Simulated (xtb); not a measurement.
Job for xtb: GFN2-xTB on FH3 (a complex), monomers drawn apart or pushed together.

```
$ xtb mol.xyz --gfn 2 --sp --chrg 0 --uhf 0
4

F      0.06905009     0.09156726    -0.12665757
H      0.10900559     0.08216204     0.79901166
H      0.55900518     0.08223895     2.52045986
H     -0.18558830     0.04384401     2.55333740
```

The log:

```
[...]
           -------------------------------------------------
          |                Calculation Setup                |
           -------------------------------------------------



molecular fragmentation (1/2 indicates fragments):
1122
# atoms in fragment 1/2:     2     2
 fragment masses (1/2) :       20.01        2.02
CMA distance (Bohr)    :   4.950
constraining FC (au)   :  0.0500

           -------------------------------------------------
          |                 G F N 2 - x T B                 |
           -------------------------------------------------

        Reference                      10.1021/acs.jctc.8b01176
      * Hamiltonian:
        H0-scaling (s, p, d)           1.850000    2.230000    2.230000
        zeta-weighting                 0.500000
      * Dispersion:
        s8                             2.700000
        a1                             0.520000
        a2                             5.000000
        s9                             5.000000
      * Repulsion:
        kExp                           1.500000    1.000000
        rExp                           1.000000
      * Coulomb:
        alpha                          2.000000
        third order                    shell-resolved
        anisotropic                    true
        a3                             3.000000
        a5                             4.000000
        cn-shift                       1.200000
        cn-exp                         4.000000
        max-rad                        5.000000


          ...................................................
          :                      SETUP                      :
          :.................................................:
          :  # basis functions                   7          :
          :  # atomic orbitals                   7          :
          :  # shells                            5          :
          :  # electrons                        10          :
          :  max. iterations                   250          :
          :  Hamiltonian                  GFN2-xTB          :
          :  restarted?                      false          :
          :  GBSA solvation                  false          :
          :  PC potential                    false          :
          :  electronic temp.          300.0000000     K    :
          :  accuracy                    1.0000000          :
          :  -> integral cutoff          0.2500000E+02      :
          :  -> integral neglect         0.1000000E-07      :
          :  -> SCF convergence          0.1000000E-05 Eh   :
          :  -> wf. convergence          0.1000000E-03 e    :
          :  Broyden damping             0.4000000          :
          :  net charge                          0          :
          :  unpaired electrons                  0          :
          ...................................................

 iter      E             dE          RMSdq      gap      omega  full diag
   1     -6.2624989 -0.626250E+01  0.410E+00   18.66       0.0  T
   2     -6.2644682 -0.196925E-02  0.239E+00   17.81       1.0  T
   3     -6.2650746 -0.606436E-03  0.331E-01   16.98       1.0  T
   4     -6.2650996 -0.249977E-04  0.506E-02   17.06       1.0  T
   5     -6.2650997 -0.533105E-07  0.171E-02   17.07       2.9  T
   6     -6.2650997 -0.312847E-07  0.781E-04   17.06      64.0  T
   7     -6.2650997 -0.324611E-10  0.307E-04   17.06     162.9  T

   *** convergence criteria satisfied after 7 iterations ***

         #    Occupation            Energy/Eh            Energy/eV
      -------------------------------------------------------------
         1        2.0000           -0.7831182             -21.3097
         2        2.0000           -0.5470657             -14.8864
         3        2.0000           -0.5047189             -13.7341
         4        2.0000           -0.4827849             -13.1372
         5        2.0000           -0.4827722             -13.1369 (HOMO)
         6                          0.1442028               3.9240 (LUMO)
         7                          0.1848685               5.0305
      -------------------------------------------------------------
                  HL-Gap            0.6269750 Eh           17.0609 eV
             Fermi-level           -0.1692847 Eh           -4.6065 eV

 SCC (total)                   0 d,  0 h,  0 min,  0.001 sec
 SCC setup                      ...        0 min,  0.000 sec (  6.065%)
 Dispersion                     ...        0 min,  0.000 sec (  2.672%)
 classical contributions        ...        0 min,  0.000 sec (  1.406%)
 integral evaluation            ...        0 min,  0.000 sec (  8.415%)
 iterations                     ...        0 min,  0.000 sec ( 61.522%)
 molecular gradient             ...        0 min,  0.000 sec ( 11.918%)
 printout                       ...        0 min,  0.000 sec (  7.178%)

         :::::::::::::::::::::::::::::::::::::::::::::::::::::
         ::                     SUMMARY                     ::
         :::::::::::::::::::::::::::::::::::::::::::::::::::::
         :: total energy              -6.205747686072 Eh    ::
         :: gradient norm              0.035889279995 Eh/a0 ::
         :: HOMO-LUMO gap             17.060859065160 eV    ::
         ::.................................................::
         :: SCC energy                -6.265099705869 Eh    ::
         :: -> isotropic ES            0.021458277719 Eh    ::
         :: -> anisotropic ES          0.008532629581 Eh    ::
         :: -> anisotropic XC          0.006598841658 Eh    ::
         :: -> dispersion             -0.000295723078 Eh    ::
         :: repulsion energy           0.059352019798 Eh    ::
         :: add. restraining           0.000000000000 Eh    ::
         :: total charge              -0.000000000000 e     ::
         :::::::::::::::::::::::::::::::::::::::::::::::::::::

           -------------------------------------------------
          |                Property Printout                |
           -------------------------------------------------

    * Orbital Energies and Occupations

         #    Occupation            Energy/Eh            Energy/eV
      -------------------------------------------------------------
         1        2.0000           -0.7831182             -21.3097
         2        2.0000           -0.5470657             -14.8864
         3        2.0000           -0.5047189             -13.7341
         4        2.0000           -0.4827849             -13.1372
         5        2.0000           -0.4827722             -13.1369 (HOMO)
         6                          0.1442028               3.9240 (LUMO)
         7                          0.1848685               5.0305
      -------------------------------------------------------------
                  HL-Gap            0.6269750 Eh           17.0609 eV
             Fermi-level           -0.1692847 Eh           -4.6065 eV

     #   Z          covCN         q      C6AA      α(0)
     1   9 F        0.740    -0.412    13.674     4.367
     2   1 H        0.740     0.379     0.537     1.157
     3   1 H        0.891     0.016     2.801     2.619
     4   1 H        0.891     0.016     2.802     2.620

 Mol. C6AA /au·bohr⁶  :         59.163961
 Mol. C8AA /au·bohr⁸  :        850.039598
 Mol. α(0) /au        :         10.763491


Wiberg/Mayer (AO) data.
largest (>0.10) Wiberg bond orders for each atom

 ---------------------------------------------------------------------------
     #   Z sym  total        # sym  WBO       # sym  WBO       # sym  WBO
 ---------------------------------------------------------------------------
     1   9 F    0.831 --     2 H    0.812
     2   1 H    0.856 --     1 F    0.812
     3   1 H    1.000 --     4 H    0.968
Note: The following floating-point exceptions are signalling: IEEE_DENORMAL
normal termination of xtb
     4   1 H    1.000 --     3 H    0.968
 ---------------------------------------------------------------------------

Topologies differ in total number of bonds
Writing topology from bond orders to xtbtopo.mol

molecular dipole:
                 x           y           z       tot (Debye)
 q only:        0.036      -0.008       0.826
   full:        0.049      -0.011       1.120       2.851
molecular quadrupole (traceless):
                xx          xy          yy          xz          yz          zz
 q only:       -0.760       0.008      -0.808       0.277       0.187       1.568
  q+dip:       -0.124       0.070      -1.336       0.307       0.255       1.461
   full:       -0.586       0.034      -1.105       0.337       0.257       1.691


           -------------------------------------------------
          | TOTAL ENERGY               -6.205747686072 Eh   |
          | GRADIENT NORM               0.035889279995 Eh/α |
          | HOMO-LUMO GAP              17.060859065160 eV   |
           -------------------------------------------------

------------------------------------------------------------------------
------------------------------------------------------------------------
 total:
 SCF:
```

The run finished.

Cost: about 0.020 core-seconds (a rough figure).
